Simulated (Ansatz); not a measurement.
Gas-phase electronic energies from Ansatz, PBE0-D4/def2-TZVP geometries. CCSD(T)/CBS adds triple-zeta CCSD(T) − MP2 to the extrapolated MP2 energy (def2 sets, frozen cores). This one scheme is used for every species. Functionals use def2-TZVPP. For Se outer-core shells are correlated without core-valence functions, which leaves a few kJ/mol of doubt a bond. Scalar relativity is left out up to krypton. Each species was taken in one conformer, which may not be the lowest.

`N[SiH2][SeH]` + `CF` → `N[SiH2]CF` + H₂Se  (formal exchange of groups at the Si–Se bond)

| species | BLYP-D4 energy (Eh) |
| --- | --- |
| `N[SiH2][SeH]` | -2748.91402 |
| `CF` | -139.77410 |
| `N[SiH2]CF` | -485.87188 |
| H₂Se | -2402.78445 |

(1) Work out ΔE.

Largest T1 diagnostic among the species: 0.011.

Results:

(1) ΔE = (-485.87188) + (-2402.78445) − (-2748.91402) − (-139.77410) = 0.03179 Eh = +83.5 kJ/mol. CCSD(T)/CBS gives +90.5 kJ/mol.

Leaving LDA and LC-ωPBE aside and taking each functional with its dispersion term where it has one, the values, not all of them listed here, spread over 11.3 kJ/mol, from CAM-B3LYP-D4 to PBE-QIDH. LDA lies −4.6 kJ/mol from PBE without D4. From BLYP to BHLYP (50 % exact exchange), in def2-TZVPP and without D4, ΔE moves by +4.4 kJ/mol.
